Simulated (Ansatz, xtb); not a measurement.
# Relative energy of two isomers of FH3Se3Sn

Structure a is `[F][Sn@H]([SeH])[Se][SeH]`, a singlet and structure b is `[F][Sn]([SeH])([SeH])[SeH]`, a singlet. Both are isolated molecules in the gas phase, relaxed with PBE0-D4/def2-SVP; the shapes shown needn't be the lowest conformers.

a (Å):

```xyz
8

F     0.0117   -0.0007    1.7966
Se   -0.6635    1.8714   -1.2208
Se    0.0521   -2.2304   -1.0034
Se   -2.2348   -1.8595   -1.3450
Sn    0.6210    0.0637   -0.0505
H     2.3064    0.3407    0.0449
H    -1.7745    0.9101   -1.3987
H    -2.6522   -2.1405    0.0421
```

b (Å):

```xyz
8

F    -2.0789    2.7670   -0.0364
Se    0.8345    0.6677    0.3852
Se   -0.6454    1.7083   -3.2561
Se   -3.1837   -0.4517   -0.6671
Sn   -1.2820    1.2005   -0.8720
H     0.1131    0.7536    1.6663
H    -1.9528    1.2040   -3.7079
H    -4.0185    0.6476   -0.1528
```

Q: Which of the two would you expect CCSD(T)/def2-SVP + ΔMP2/def2-TZVPP electronic energies to favour?

A: Structure b; the calculation gives E(b) − E(a) = −0.817 eV.

Level by level:

| level | geometry | E(b) − E(a) (eV) | departure from the last row (eV) | job, with rough time for the two |
| --- | --- | --- | --- | --- |
| PBE0-D4/def2-SVP | PBE0-D4/def2-SVP | −0.809 | +0.008 | optimisation, 6 min |
| HF/def2-SVP | PBE0-D4/def2-SVP | −0.960 | −0.144 | part of the CCSD(T) run |
| MP2/def2-SVP | PBE0-D4/def2-SVP | −0.956 | −0.140 | part of the CCSD(T) run |
| CCSD(T)/def2-SVP | PBE0-D4/def2-SVP | −0.916 | −0.099 | single point |
| CCSD(T)/def2-SVP + ΔMP2/def2-TZVPP | PBE0-D4/def2-SVP | −0.817 |  | single point, 2.4 min |

As drawn, b has 1 Se–Sn, 1 Se–H in place of 1 Se–Se, 1 Sn–H.

None of the levels shown reverses the order. The largest departure from CCSD(T)/def2-SVP + ΔMP2/def2-TZVPP is that of HF/def2-SVP, 0.144 eV. Levels run at GFN2-xTB geometries aren't shown. The last row adds to CCSD(T) the change of the MP2 difference between the two basis sets, here +0.099 eV.

With thermal terms from frequencies at re-optimised GFN2-xTB minima (ideal gas, soft modes damped towards free rotors, one conformer each, 298.15 K, 1 atm): the zero-point term adds +0.034 eV; ΔH is −0.762 and ΔG −0.827 eV.

The correlated steps freeze 32 core orbitals; the filled d shell of Se and Sn is correlated, in a basis made for valence electrons. Atoms past krypton carry core potentials in the def2 sets and no spin–orbit term is included. Mirror images aren't counted in ΔG. Programs: Ansatz 0.2.0, xtb 6.7.1; the last row on 2 threads of Intel(R) Xeon(R) 6975P-C (Granite Rapids) on a shared host.
